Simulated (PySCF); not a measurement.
**GaCl and its ions**

PBE; Ga cc-pVDZ-PP with ECP10, Cl cc-pV(D+d)Z; scalar-relativistic core potentials (PySCF 2.14). Neutral (UKS): singlet (closed shell), Re = 2.266 Å, ωe = 346 cm⁻¹, De = 4.87 eV, HOMO -6.52 eV, LUMO -2.35 eV.

GaCl⁺ (UKS): doublet (σ ↑), Re = 2.158 Å, ωe = 358 cm⁻¹, De = 0.91 eV to Ga⁺ + Cl. The energies at the minima are -719.57365 hartree for GaCl and -719.21127 for GaCl⁺.

(1) Work out the adiabatic ionisation energy, without and with harmonic zero-point energies (1 hartree = 27.2114 eV, 1 eV = 8065.5 cm⁻¹), and the change of the bond length.

Spin–orbit coupling is left out. For an ion De counts to the pair picked by the measured ionisation energies or electron affinities, which need not be the lowest pair at this level. States were picked by a PBE0 search and need not be the measured ground states.

## Answers

(1) At PBE: 0.36238 hartree = 9.861 eV between the minima; the zero-point term (358.0 − 346.0)/2 cm⁻¹ = +0.001 eV makes it 9.862 eV. Re changes by -10.8 pm against the neutral. Minus the HOMO energy is 6.52 eV, -3.34 eV from the value between the minima; self-interaction puts the Kohn–Sham level too high, less so with exact exchange. The electron leaves a σ orbital, and the shorter bond of the ion fits an antibonding orbital, or a change in how ionic the bond is.
